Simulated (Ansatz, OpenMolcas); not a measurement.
How methods differ on CH3BFN (SMILES BN=CF)

The species is CH3BFN (7 atoms), meant as a singlet with charge 0. As SMILES, `BN=CF`. The shape is that of a PBE0-D4/def2-TZVP optimisation.

```xyz
7

B    -0.4805    1.0898    0.5709
N     0.0186   -0.0084   -0.0665
C     0.4668   -1.0069   -0.6117
F     0.7399   -2.1320    0.0607
H     0.2844    1.8971    1.0099
H    -1.6663    1.2142    0.6598
H     0.6982   -1.1220   -1.6690
```

Each level gives the electronic atomisation energy (eV). The values are calculated. Electronic energies at fixed atoms, without zero-point motion or spin-orbit coupling.

| level | kind | program | value (eV) | less CCSD(T)/aug-cc-pVDZ | CPU time (all runs) |
| --- | --- | --- | --- | --- | --- |
| HF/aug-cc-pVDZ | Hartree–Fock | Ansatz | 19.55 | -6.48 | 6 s |
| SVWN5/aug-cc-pVDZ | LDA | OpenMolcas | 32.85 | +6.82 | 62 s |
| PBE/aug-cc-pVDZ | GGA | OpenMolcas | 29.06 | +3.03 | 88 s |
| TPSS/aug-cc-pVDZ | meta-GGA | OpenMolcas | 28.40 | +2.37 | 1.8 min |
| r2SCAN/aug-cc-pVDZ | meta-GGA | OpenMolcas | 28.14 | +2.11 | 2.1 min |
| M06-2X/aug-cc-pVDZ | hybrid meta-GGA | OpenMolcas | 28.06 | +2.03 | 100 s |
| PBE0/aug-cc-pVDZ | global hybrid | OpenMolcas | 28.14 | +2.11 | 82 s |
| CAM-B3LYP/aug-cc-pVDZ | range-separated hybrid | Ansatz | 28.21 | +2.18 | 14 s |
| MP2/aug-cc-pVDZ | perturbation theory | Ansatz | 26.89 | +0.86 | 7.2 s |
| CCSD(T)/aug-cc-pVDZ | coupled cluster or CI | Ansatz | 26.03 | 0.00 | 44 s |

CCSD(T)/aug-cc-pVDZ is the highest level here, not the true value. The values span 19.55 to 32.85 eV. CPU times are rough (shared hosts, several kinds of processor and program).
